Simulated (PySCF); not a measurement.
# Two-photon absorption: SMILES CB(C=C=C)C, C$_{5}$H$_{9}$B

Cartesian coordinates in Å; atom numbers follow the order of the lines, from 1:
```xyz
15

C     2.911   -0.651   -0.159
C     1.832    0.004    0.176
C     0.719    0.632    0.495
B    -0.689    0.047    0.152
C    -1.965    0.890    0.524
C    -0.842   -1.344   -0.564
H     3.401   -0.476   -1.123
H     3.358   -1.386    0.517
H     0.817    1.589    1.027
H    -2.872    0.283    0.667
H    -1.829    1.558    1.387
H    -2.167    1.545   -0.346
H     0.085   -1.753   -0.990
H    -1.624   -1.315   -1.341
H    -1.209   -2.063    0.192
```

Computed with TDDFT CAM-B3LYP/def2-SVPD excited states, vertical, gas phase (PySCF). Geometry: PBE0-D3(BJ)/def2-SVP.

(1) Give the one- and two-photon strengths of the lowest singlets.

## Answers

(1) δ for parallel linear polarisation; σ at the peak of a Lorentzian of half width 0.1 eV, single beam; Ω is circular over linear.
| state | E (eV) | f | photon λ (nm) | δ (au) | σ (GM) | Ω | main |
| --- | --- | --- | --- | --- | --- | --- | --- |
| S1 | 4.81 | 0.000 | 516 | <0.1 | 0.00 | – | HOMO→LUMO 0.96 |
| S2 | 6.13 | 0.009 | 405 | 1.25 | 0.02 | 1.37 | HOMO−2→LUMO 0.92 |
| S3 | 6.15 | 0.340 | 403 | 160 | 2.22 | 0.70 | HOMO−1→LUMO 0.92 |
| S4 | 6.43 | 0.002 | 385 | 0.82 | 0.01 | 1.21 | HOMO−1→LUMO+2 0.90 |
| S5 | 6.77 | 0.003 | 366 | 1.43 | 0.02 | 1.47 | HOMO−3→LUMO 0.85 |

Among these, the strongest one-photon state is S3, the strongest two-photon state S3, with a dipole change of 2.4 D (relaxed, norm of the difference vector).
